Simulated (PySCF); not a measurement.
## NMR problem set

All values are calculated (PySCF 2.14.0 with density-fitted response routines): GIAO PBE0/pcSseg-1 shieldings, structure optimised with GFN2-xTB. One averaged value for each set of equivalent atoms, a single conformation, non-relativistic, gas phase.

Chemical shifts δ = σref − σ; TMS for 1H, 13C, all at this level. Splittings of carbon signals by F and P are missing where no couplings were computed. Where no couplings were computed, multiplicities follow the n + 1 count of equivalent neighbours, and m marks all less simple cases (inequivalent or close neighbours, rings, F or P nearby). Shifts are as computed. Against solution values, carbons near 30 ppm lie about +3 ppm off and those near 130 ppm about +5 ppm; carbons on Cl a further +6 ppm. Of 1211 compounds with measured shifts, 218 miss one by over three times the rms of a fit or turn the order of signals round; such compounds aren't used in these exercises. Carbons bonded to Cl come out too deshielded.

Question: C₇H₁₀FOP. 1H NMR (400 MHz, computed): δ 6.01 (m, 1H), 1.41 (s, 9H). 13C{1H} NMR (computed): δ 212.6 (C), 169.2 (C), 99.3 (CH), 40.1 (C), 31.0 (CH3). What is it?

Answer: `c1(F)oc(C(C)(C)C)pc1`. 5 carbon signals for 7 carbons: some carbons are equivalent by symmetry or fast rotation. Carbon types of the structure: 3 × C, 1 × CH, 3 × CH3, which accounts for all hydrogens. δC 212.6: substituted aromatic carbon next to the ring oxygen. δC 169.2: aromatic carbon bearing fluorine; σ withdrawal by the attached heteroatom moves it downfield of the ring CH carbons. δC 99.3: aromatic CH. δC 31.0: methyl carbon; saturated and bonded to C and H only.

The shifts were computed for this structure.

Question: C₄H₄Cl₂F₂O₂. 1H NMR (500 MHz, computed): δ 6.60 (m, 1H), 5.69 (d, 1H), 4.87 (m, 1H), 3.07 (m, 1H). 13C{1H} NMR (computed): δ 123.9 (CH), 83.5 (CH), 76.4 (CH), 61.5 (CH). What is it?

Answer: `FC(F)O[C@@H]1O[C@@H]1C(Cl)Cl`. Rings plus π bonds: 1 (1 ring in the answer). 4 carbon signals for 4 carbons: no two carbons are equivalent. Carbon types of the structure: 4 × CH, which accounts for all hydrogens. δC 123.9: sp3 CH bonded to 2 F and O; 3 electronegative neighbours deshield it. δC 83.5: sp3 CH bonded to 2 Cl; 2 electronegative neighbours deshield it. δC 76.4, 61.5: epoxide ring carbon. δH 6.60: hydrogen on an sp3 CH bonded to 2 F and O; its carbon carries F and O, which withdraws density.

This is the structure that produced the data.
